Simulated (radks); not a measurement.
Spherical quantum dot in the effective-mass picture: electrons in a hard-walled sphere of radius 3.54, all in effective atomic units (hartree* = m*/eps^2 hartree, bohr* = eps/m* bohr), one dielectric constant everywhere. Calculated with a radial shooting solver with Libxc functionals: non-relativistic Kohn-Sham, r2SCAN, spin-polarised, spherical densities, generalised Kohn-Sham scheme. Levels are named by radial order and angular momentum (1s, 1p, 1d, 2s, ...), and open shells are averaged over m. Results are scaled to m* = 0.103 and eps = 4.2, for which hartree* = 158.9 meV and bohr* = 2.158 nm.

N = 4, configuration 1s2 1p(up 2, down 0). This is the lowest configuration that the search found. Occupied and some empty levels:

level,occupation,eigenvalue (meV),<r> (nm)
1s up,1,275.89,4.312
1s down,1,291.47,4.186
1p up,2,328.99,4.764
1p down,0,347.67,4.742
1d up,0,407.31,5.084
1d down,0,425.65,5.080
2s down,0,484.70,3.648
2s up,0,486.13,3.644
1f up,0,506.85,5.323
1f down,0,523.92,5.323

Energy (meV): total 745.212, kinetic 396.23, external 0, Hartree 546.24, exchange-correlation -197.25.
